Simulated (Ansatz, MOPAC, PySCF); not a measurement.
Process, species as SMILES: [SiH]([NH])(N)N → [Si](N)(N)N

Wanted: isomerisation energy (enthalpy at 298 K), in kcal/mol. Set-up: no dispersion term unless named; 6-311+G** with 5d, 6d on Na to Ar in Ansatz (a program for electronic structure); six Cartesian d functions in 6-31G* and its kin unless marked 5d; PM7 with its own dispersion and hydrogen-bond terms; frozen cores in correlated levels; non-relativistic; spin-orbit terms left out; UHF or UKS for open shells. CBS marks a two-point X^-3 extrapolation of the correlation energy; Hartree-Fock from the larger set. First-principles rows: single points at B3LYP-D3(BJ) geometries (Ansatz), with unscaled harmonic terms from B3LYP/6-31G* (Ansatz) at its own minima. Semi-empirical rows: MOPAC heats of formation at their own minima for 298 K.

Coupled cluster (Ansatz) is a level with limits of its own, used here on species with T1 under 0.025 (0.045 for open shells) and stable references: CCSD(T)/CBS(aug-cc-pV(T+d)Z,aug-cc-pV(Q+d)Z).

Value to compare with, CCSD(T)/CBS(aug-cc-pV(T+d)Z,aug-cc-pV(Q+d)Z) (Ansatz): -16.8 kcal/mol.

```csv
level,program,isomerisation energy (enthalpy at 298 K) (kcal/mol),difference
PM7,MOPAC,-27.8,-11.0
BP86/def2-SVP,PySCF,-19.7,-2.9
BP86/6-31G* (5d),PySCF,-17.8,-1.0
B3LYP/3-21G,Ansatz,-21.9,-5.1
B3LYP/6-31G*,Ansatz,-13.8,3.0
B3LYP/6-311+G**,Ansatz,-18.3,-1.5
M06-2X/6-311+G**,PySCF,-20.5,-3.7
wB97M-V/def2-TZVPD,Ansatz,-15.5,1.3
```

Among the 7 habitual levels, PM7 lies farthest from CCSD(T)/CBS(aug-cc-pV(T+d)Z,aug-cc-pV(Q+d)Z) (Ansatz) (-11.0 kcal/mol); 1 of 7 lie above it, and their mean absolute difference is 4.0 kcal/mol, the median 3.0. One case shows no general order.

The levels are drawn from those run, B3LYP/6-31G* more often than the rest, none by its result; left out are runs that failed, that the program found above a lower state of the same kind, or whose <S^2> lies over 0.5 above the pure value.
